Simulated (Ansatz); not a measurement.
Total energies of C3H6ClNO3Zr, SMILES `C[O][Zr]([Cl])([N]=C=O)[O]C`.

```xyz
15

C    -0.8444   -1.4834   -2.3125
O    -0.6500   -0.4377   -1.4132
Zr   -0.3961    0.8584   -0.0566
Cl   -2.3231    2.2351    0.0726
N     1.2746    1.9669   -0.5030
C     2.2774    2.5721   -0.7649
O     3.2509    3.1624   -1.0192
O    -0.1331    0.0013    1.6111
C     0.0264   -0.7440    2.7769
H    -0.0998   -1.4341   -3.1124
H    -1.8414   -1.4153   -2.7575
H    -0.7512   -2.4484   -1.8050
H    -0.0383   -1.8144    2.5599
H    -0.7538   -0.4840    3.4981
H     1.0019   -0.5350    3.2256
```

The species carries charge 0 and has multiplicity 1. Correlated methods include outer-core shells of Zr, which these sets cover unevenly. Zr: def2 effective core potential. Geometry: relaxed with PBE0-D4/def2-TZVP. It is one conformer, not always the lowest. Basis def2-TZVPP, the Gaussian-basis code of Ansatz.

```
             functional  energy without D4 (Eh)  D4 term (kJ/mol)
            LDA (SPW92)              -901.34608                 –
                    PBE              -905.44488             -35.3
                 revPBE              -905.90159             -94.0
                   BLYP              -905.95152             -73.3
                 r2SCAN              -905.85847              -9.9
                 B97M-V              -905.88985                 –
                   PBE0              -905.45551             -30.7
                  B3LYP              -906.10661             -56.1
                r2SCANh              -905.81414             -10.6
                r2SCAN0              -905.75055             -11.7
HSE06 (plane-wave form)              -905.42762             -29.1
                  BHLYP              -905.75820             -47.0
              CAM-B3LYP              -905.88616             -31.9
                LC-ωPBE              -905.69838                 –
                ωB97X-V              -905.83641                 –
                ωB97M-V              -905.82757                 –
                 B2PLYP              -905.57293                 –
               PBE-QIDH              -905.25743                 –
```

B3LYP takes the VWN-RPA correlation (the form of Gaussian; ORCA's B3LYP/G). HSE06 is the plane-wave form, built on full-range PBE exchange. The double hybrids freeze the cores in their second-order part.

LC-ωPBE has ω = 0.4 bohr⁻¹.
